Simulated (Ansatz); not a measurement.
Cartesian coordinates in Å:
```
C 2.223 -0.648 0.246
S 1.324 0.662 -0.615
B -0.402 0.403 -0.233
C -0.893 -0.789 0.663
C -1.404 1.425 -0.874
H 2.125 -0.542 1.326
H 3.274 -0.552 -0.024
H 1.867 -1.631 -0.060
H -0.274 -0.952 1.549
H -0.843 -1.720 0.085
H -1.931 -0.668 0.984
H -0.951 2.171 -1.529
H -2.173 0.888 -1.441
H -1.942 1.954 -0.077
```

The species carries charge 0 and has multiplicity 1.

**Question.** List the r2SCAN/def2-TZVPP orbital energies in eV (Ansatz 0.2.0). (Estimate.)

**Answer.** Computed: Occupied: -2408.82, -273.73, -272.35, -272.22, -213.25, -180.31, -157.34, -157.19, -157.17, -20.35, -18.45, -17.62, -16.45, -11.69, -11.00, -10.88, -10.48, -10.25, -9.76, -9.64, -8.87, -7.81, -7.16, -6.31. Lowest empty: -0.80, 0.46, 0.95, 2.27, 2.43, 2.55, 2.74, 2.85.
